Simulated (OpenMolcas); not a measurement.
**Ionisation energies of bismuth**

```yaml
Program: OpenMolcas 26.06
Basis: ANO-R3 [9s8p6d3f2g1h]
Scalar_Hamiltonian: X2C, finite nucleus
Spin-orbit_coupling: state interaction with AMFI integrals over the reference wave functions, term energies averaged over their components
```

Active shells in each charge state: the valence s, p shells, with orbitals averaged over the low states. Where CASPT2's correlated closed shells are named, they are those of the first ion.

A. CASSCF
B. SS-CASPT2, IPEA 0.25 Eh, imaginary shift 0.1 Eh (closed shells correlated: 4f 5s 5p 5d)

Energies in eV between the lowest computed levels (charge -1 gives the electron affinity), named as in B; reference values from the NIST Atomic Spectra Database with their kind.

```csv
From,To,A,B,Spin-orbit share in B,Reference
Bi- 6s² 6p⁴ ³P₂,Bi 6s² 6p³ ⁴S°_3/2,-0.292,0.348,+0.120,
Bi 6s² 6p³ ⁴S°_3/2,Bi+ 6s² 6p² ³P₀,6.575,7.233,-1.479,7.286 (measured)
Bi+ 6s² 6p² ³P₀,Bi2+ 6s² 6p ²P°_1/2,15.628,16.393,+0.514,16.703 (measured)
Bi2+ 6s² 6p ²P°_1/2,Bi3+ 6s² ¹S₀,24.191,25.287,+1.520,25.571 (measured)
Bi3+ 6s² ¹S₀,Bi4+ 6s ²S_1/2,43.262,44.722,+0.000,45.370 (measured)
Bi4+ 6s ²S_1/2,Bi5+ 5d¹⁰ ¹S₀,54.208,56.217,+0.000,54.856 (measured)
```

Error against the reference values, in %:

| From | Reference | A | B |
| --- | --- | --- | --- |
| Bi | measured | -9.8 | -0.7 |
| Bi+ | measured | -6.4 | -1.9 |
| Bi2+ | measured | -5.4 | -1.1 |
| Bi3+ | measured | -4.6 | -1.4 |
| Bi4+ | measured | -1.2 | +2.5 |

Mean absolute error over the 5 measured values: A 1.18 eV, B 0.53 eV. B lies closest.

No diffuse functions were added, so the electron affinity comes out too small, and without dynamic correlation a bound anion can come out unbound.

° marks odd parity.
